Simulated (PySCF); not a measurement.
Structure elucidation problem

Molecular formula: C10H11P. Simulated spectra:

1H NMR (400 MHz, computed): δ 8.99 (m, 1H), 8.07 (m, 1H), 7.46 (m, 1H), 7.45 (m, 1H), 6.52 (m, 1H), 5.92 (m, 1H), 5.75 (m, 1H), 5.57 (m, 1H), 2.53 (s, 3H).

13C{1H} NMR (computed): δ 178.6 (C), 163.7 (CH), 149.0 (CH), 146.8 (CH), 145.9 (C), 142.7 (C), 137.7 (CH), 125.2 (CH2), 125.1 (CH2), 21.3 (CH3).

- shielding tensors at PBE0/pcSseg-1 (GIAO)
- geometry: GFN2-xTB
- program: PySCF
- in vacuum, non-relativistic Hamiltonian, one computed conformer, averaged over atoms made equivalent by symmetry, fast rotation or ring inversion

Scale: TMS for 1H (31.72 ppm), 13C (186.93 ppm) (reference shieldings calculated alike).

Question: Which candidate is it?
A. Cc1[pH]c2ccccc2c1C
B. C=C/C=P\c1ccccc1C
C. C=Cc1ccpc(C=C)c1C

Answer: C. 

- 10 carbon signals for 10 carbons: no two carbons are equivalent.
- Carbon types of the structure: 3 × C, 4 × CH, 2 × CH2, 1 × CH3, which accounts for all hydrogens.
- δC 178.6, 145.9, 142.7: substituted aromatic carbon.
- δC 163.7, 137.7: aromatic CH.
- δC 149.0, 146.8: alkene CH; the olefinic region.
- δC 125.2, 125.1: terminal =CH2 carbon; an sp2 carbon of a C=C bond.
- δH 8.99, 8.07: hydrogen on an aromatic CH; ring-current deshielding.

The others: C=C/C=P\c1ccccc1C has carbons computed at 194.6, 148.6, 146.5, 143.6, 138.3, 134.8, 134.5, 131.0, 124.9, 25.4, with a different DEPT pattern; Cc1[pH]c2ccccc2c1C would give 7 signals for carbon-bound and other non-exchanging H, not 9.

Splittings by 31P in the carbon and heteronuclear signals aren't shown, as no couplings were computed. Shifts are as computed. Against solution values, carbons near 30 ppm lie about +3 ppm off and those near 130 ppm about +5 ppm. Of 1211 compounds with measured shifts, 218 miss one by over three times the rms of a fit or turn the order of signals round; such compounds aren't used in these exercises. No couplings were computed; multiplicities are counted from neighbouring protons, with m where these are inequivalent, close in shift, in a saturated or five-membered ring or joined by F or P, and br s for small geminal =CH2 splittings.
